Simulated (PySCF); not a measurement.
# Assignment exercise: C4H5F3OSi

Atom-mapped SMILES (the numbers label the heavy atoms): `[F:1][C:2]([F:3])=[C:4]([F:5])/[CH:6]=[CH:7]\[O:8][SiH3:9]`. Each H is labelled by its parent atom.

All values are calculated (PySCF 2.14): PBE0/pcSseg-1 with gauge-including orbitals, GFN2-xTB geometry. No relativistic terms, rapidly exchanging positions averaged, a single conformation, gas phase.

Referencing at the same level of theory: 13C (186.93 ppm) and 1H (31.72 ppm) vs TMS.

Question: Assign these signals to the numbered atoms. 13C{1H} NMR (computed): δ 166.8, 146.9, 138.5, 102.8.

Answer: 
166.8 → C2, fully substituted alkene carbon
146.9 → C7, alkene carbon bearing oxygen: an sp2 carbon further deshielded by the attached heteroatom
138.5 → C4, fully substituted alkene carbon: the olefinic region
102.8 → C6, β carbon of an enol-ether or enamine type C=C: the O or N lone pair pushes π density onto this β carbon and shields it

Question: Assign these signals to the numbered atoms. 1H NMR (400 MHz, computed): δ 6.42 (m, 1H), 5.17 (m, 1H), 5.06 (s, 3H).

Answer: 
6.42 → H(C7), hydrogen on an alkene carbon bearing oxygen: a vinylic proton, deshielded by the sp2 carbon and the C=C anisotropy
5.17 → H(C6), hydrogen on a β carbon of an enol-ether or enamine type C=C: olefinic region
5.06 → H(Si9), hydrogen on a silicon bonded to O

H(C6) and H(Si9) lie closer than the usual error of such a calculation, so a measured spectrum could show them in the other order.

Splittings by 19F in the carbon and heteronuclear signals aren't shown, as no couplings were computed. Shifts are as computed. Against solution values, carbons near 30 ppm lie about +3 ppm off and those near 130 ppm about +5 ppm. Of 1309 compounds with measured shifts, 239 miss one by over three times the rms of a fit or turn the order of signals round; such compounds aren't used in these exercises. No couplings were computed; multiplicities are counted from neighbouring protons, with m where these are inequivalent, close in shift, in a saturated or five-membered ring or joined by F or P, and br s for small geminal =CH2 splittings.
